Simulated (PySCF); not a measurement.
C2H6ClGa, charge +1, doublet, geometry from GFN2-xTB (such geometries of metal compounds can be far from the true shape) (a state made from the parent by changing its charge; the spin is typed, not shown lowest); PySCF with WB97X/STO-3G.

Here is a job for PySCF.
```python
from pyscf import gto, scf, dft

mol = gto.Mole()
mol.atom = '''
    Ga   -0.113187    0.044696   -0.082483
    C    -1.921726   -0.982946   -0.555037
    H    -1.857334   -1.242487   -1.613324
    H    -2.743211   -0.296523   -0.343974
    H    -1.913526   -1.858573    0.096770
    C    -0.375921    1.890249   -1.119339
    H    -0.667347    1.643297   -2.141419
    H     0.598654    2.377794   -1.054963
    H    -1.156774    2.432710   -0.583163
    Cl    1.472601   -0.581506    1.073136
'''
mol.basis = 'sto-3g'
mol.charge = 1
mol.spin = 1
mol.verbose = 4
mol.build()

mf = dft.UKS(mol)
mf.xc = 'wb97x'
mf.kernel()
```

**Question.** Predict the main parts of the log of this PySCF run.

**Answer.** 
```
PySCF version 2.14.0

[INPUT] verbose = 4
[INPUT] num. atoms = 10
[INPUT] num. electrons = 65
[INPUT] charge = 1
[INPUT] spin (= nelec alpha-beta = 2S) = 1
[INPUT] symmetry False subgroup None
[INPUT] Mole.unit = angstrom
[INPUT] Symbol           X                Y                Z      unit          X                Y                Z       unit  Magmom
[INPUT]  1 Ga    -0.113187000000   0.044696000000  -0.082483000000 AA   -0.213892430861   0.084463198864  -0.155870279932 Bohr   0.0
[INPUT]  2 C     -1.921726000000  -0.982946000000  -0.555037000000 AA   -3.631535826456  -1.857498735237  -1.048867919000 Bohr   0.0
[INPUT]  3 H     -1.857334000000  -1.242487000000  -1.613324000000 AA   -3.509852581843  -2.347960143332  -3.048740510188 Bohr   0.0
[INPUT]  4 H     -2.743211000000  -0.296523000000  -0.343974000000 AA   -5.183917491894  -0.560347259634  -0.650016653971 Bohr   0.0
[INPUT]  5 H     -1.913526000000  -1.858573000000   0.096770000000 AA   -3.616040072234  -3.512193952511   0.182868797074 Bohr   0.0
[INPUT]  6 C     -0.375921000000   1.890249000000  -1.119339000000 AA   -0.710387734473   3.572052917233  -2.115244150545 Bohr   0.0
[INPUT]  7 H     -0.667347000000   1.643297000000  -2.141419000000 AA   -1.261103060050   3.105381271319  -4.046695427940 Bohr   0.0
[INPUT]  8 H      0.598654000000   2.377794000000  -1.054963000000 AA    1.131292103375   4.493379440634  -1.993591141550 Bohr   0.0
[INPUT]  9 H     -1.156774000000   2.432710000000  -0.583163000000 AA   -2.185986048018   4.597155640491  -1.102018355980 Bohr   0.0
[INPUT] 10 Cl     1.472601000000  -0.581506000000   1.073136000000 AA    2.782812580761  -1.098887079791   2.027933134411 Bohr   0.0

nuclear repulsion = 337.759237036064
number of shells = 25
number of NR pGTOs = 129
number of NR cGTOs = 43
basis = sto-3g
ecp = {}

******** <class 'pyscf.dft.uks.UKS'> ********
method = UKS
initial guess = minao
damping factor = 0
level_shift factor = 0
DIIS = <class 'pyscf.scf.diis.CDIIS'>
diis_start_cycle = 1
diis_space = 8
diis_damp = 0
SCF conv_tol = 1e-09
SCF conv_tol_grad = None
SCF max_cycles = 50
direct_scf = True
direct_scf_tol = 1e-13
number electrons alpha = 33  beta = 32
XC library pyscf.dft.libxc version 7.1.2
    S. Lehtola, C. Steigemann, M. J. T. Oliveira, and M. A. L. Marques,  SoftwareX 7, 1–5 (2018)
XC functionals = wb97x
    J.-D. Chai and M. Head-Gordon,  J. Chem. Phys. 128, 084106 (2008)
radial grids:
    Treutler-Ahlrichs [JCP 102, 346 (1995); DOI:10.1063/1.469408] (M4) radial grids

becke partition: Becke, JCP 88, 2547 (1988); DOI:10.1063/1.454033
pruning grids: <function nwchem_prune>
grids dens level: 3
symmetrized grids: False
atomic radii adjust function: <function treutler_atomic_radii_adjust>
small_rho_cutoff = 0
Set gradient conv threshold to 3.16228e-05
tot grids = 126872
init E= -2433.80074920788

cycle= 1 E= -2435.94657319127  delta_E= -2.15  |g|= 0.326  |ddm|= 2.43
cycle= 2 E= -2433.31983028468  delta_E= 2.63  |g|= 2.67  |ddm|= 2.85
cycle= 3 E= -2435.98011678126  delta_E= -2.66  |g|= 0.561  |ddm|= 1.94
cycle= 4 E= -2436.13982670979  delta_E= -0.16  |g|= 0.215  |ddm|= 0.48
cycle= 5 E= -2436.17163990686  delta_E= -0.0318  |g|= 0.0502  |ddm|= 0.315
cycle= 6 E= -2436.17411492243  delta_E= -0.00248  |g|= 0.0165  |ddm|=  0.1
cycle= 7 E= -2436.17471378474  delta_E= -0.000599  |g|= 0.00485  |ddm|= 0.0674
cycle= 8 E= -2436.17481354769  delta_E= -9.98e-05  |g|= 0.00412  |ddm|= 0.0331
cycle= 9 E= -2436.17483148474  delta_E= -1.79e-05  |g|= 0.000896  |ddm|= 0.0103
cycle= 10 E= -2436.17483356593  delta_E= -2.08e-06  |g|= 0.000217  |ddm|= 0.00495
cycle= 11 E= -2436.1748337332  delta_E= -1.67e-07  |g|= 4.6e-05  |ddm|= 0.00153
cycle= 12 E= -2436.17483373955  delta_E= -6.35e-09  |g|= 1.63e-05  |ddm|= 0.000233
cycle= 13 E= -2436.1748337409  delta_E= -1.35e-09  |g|= 1.01e-05  |ddm|= 8.97e-05
cycle= 14 E= -2436.17483374162  delta_E= -7.29e-10  |g|= 8.9e-06  |ddm|= 5.89e-05
Extra cycle  E= -2436.17483374198  delta_E= -3.59e-10  |g|= 8.45e-06  |ddm|= 2.91e-05
converged SCF energy = -2436.17483374198  <S^2> = 0.75088092  2S+1 = 2.0008807
```
